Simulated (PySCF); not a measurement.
## Dipole polarisabilities along group 13, charge +2

Calculated with PySCF 2.14 for the ground configurations, without spin-orbit coupling: coupled response for Hartree-Fock and DFT. Mean α in bohr³, C₆ of like pairs in atomic units.

```tsv
species	α UHF	α PBE	α PBE0	C₆ UHF	C₆ PBE	C₆ PBE0
B²⁺ [He] 2s1 (def2-TZVPPD, non-relativistic)	7.920	7.002	7.211	11.07	9.250	9.655
Al²⁺ [Ne] 3s1 (def2-TZVPPD, non-relativistic)	15.43	13.80	14.31	44.05	37.30	39.35
In²⁺ [Kr] 4d10 5s1 (def2-TZVPPD with the def2 core potential (28 electrons), ECP)	17.49	13.10	13.89	81.27	62.14	65.25
Tl²⁺ [Xe] 4f14 5d10 6s1 (def2-TZVPPD with the def2 core potential (60 electrons), ECP)	14.61	12.11	12.50	89.29	77.85	79.35
```

**Question.** Fill in the row of Ga²⁺ [Ar] 3d10 4s1 (def2-TZVPPD, non-relativistic).

**Answer.** α UHF 12.76; α PBE 9.915; α PBE0 10.51; C₆ UHF 37.98; C₆ PBE 28.22; C₆ PBE0 30.10.
